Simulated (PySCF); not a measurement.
## How methods differ on the ionisation energy of Sc¹⁰⁺

Sc¹⁰⁺ [Ne] 3s1 (2S) → Sc¹¹⁺ [Ne] (1S), as a difference of total energies. Computed with PySCF 2.14 in an uncontracted even-tempered set (19 s from 0.49 bohr⁻², ratio 2.5; 12 p from 0.64 bohr⁻², ratio 2.5; 5 d from 2.8 bohr⁻², ratio 2.7; 4 f from 4.2 bohr⁻², ratio 2.7), with scalar relativity by spin-free X2C-1e. Correlated levels: outer shells: 1s2 frozen; virtual orbitals above 40 to 60 times the deepest correlated orbital energy dropped. The calculations carry no spin-orbit coupling.

| method | ionisation energy (eV) |
| --- | --- |
| UHF | 249.29 |
| MP2 (outer shells) | 249.83 |
| SCS-MP2 (outer shells) | 249.73 |
| CCSD (outer shells) | 249.83 |
| CCSD(T) (outer shells) | 249.84 |

**Question.** How much does correlation contribute at CCSD(T) (outer shells)?

**Answer.** 249.84 − (249.29) = 0.55 eV, measured against UHF.

For comparison: 249.80 eV (semi-empirical (NIST evaluation); NIST Atomic Spectra Database, ionization energies).
